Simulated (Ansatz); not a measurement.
`[OH][InH][Cl]` + H₂ → `[OH][InH2]` + HCl at 500 K and 1 bar (hydrogenolysis of the In–Cl bond).

Gas-phase electronic energies from Ansatz, PBE0-D4/def2-TZVP geometries. CBS: MP2 limit from def2 TZ/QZ plus the TZ coupled-cluster correction, frozen cores. This one scheme is used for every species. def2 core potentials past Kr. For In outer-core shells are correlated without core-valence functions, which leaves a few kJ/mol of doubt a bond. Each species was taken in one conformer, which may not be the lowest.

| species | CCSD(T)/CBS energy (Eh) | H − E (kJ/mol) | S (J/(mol·K)) |
| --- | --- | --- | --- |
| `[OH][InH][Cl]` | -726.02900 | 85.2 | 354.8 |
| H₂ | -1.17544 | 41.0 | 145.5 |
| `[OH][InH2]` | -266.78179 | 92.5 | 311.9 |
| HCl | -460.38127 | 32.5 | 201.9 |

H − E and S are ideal-gas, rigid-rotor, harmonic terms from PBE0-D4/def2-TZVP, for one conformer and one mirror image of each species. The MP2-based limit puts H₂ 0.8 mEh under its directly extrapolated value; such offsets cancel only in part. 1 Eh = 2625.50 kJ/mol, R = 8.31446 J/(mol·K).

Q: By hand: ΔE, ΔH, ΔS and ΔG.

A: ΔE = (-266.78179) + (-460.38127) − (-726.02900) − (-1.17544) = 0.04138 Eh = 108.6 kJ/mol. Δ(H − E) = 92.5 + 32.5 − 85.2 − 41.0 = -1.2, so ΔH = 107.4 kJ/mol. ΔS = 311.9 + 201.9 − 354.8 − 145.5 = 13.5 J/(mol·K). ΔG = 107.4 − 500 × (13.5)/1000 = 100.7 kJ/mol.

Q: By hand: the equilibrium constant, and the temperature at which ΔG would vanish if ΔH and ΔS stayed fixed.

A: log₁₀ K = −ΔG/(RT ln 10) = -10.5. ΔG = 0 at ΔH/ΔS = 7956 K, far beyond where these terms or the molecules hold.

The number of gas molecules stays the same, so ΔS is small and ΔH decides. A doubt of 5 kJ/mol in ΔE shifts log₁₀ K by 0.5 here. Other conformers and mirror images would add mixing entropy, several J/(mol·K) or more a flexible species. These are equilibria of isolated gas molecules and say nothing of rates. Largest T1 diagnostic: 0.017 (customary marks: 0.02 for closed shells, 0.045 for open ones).
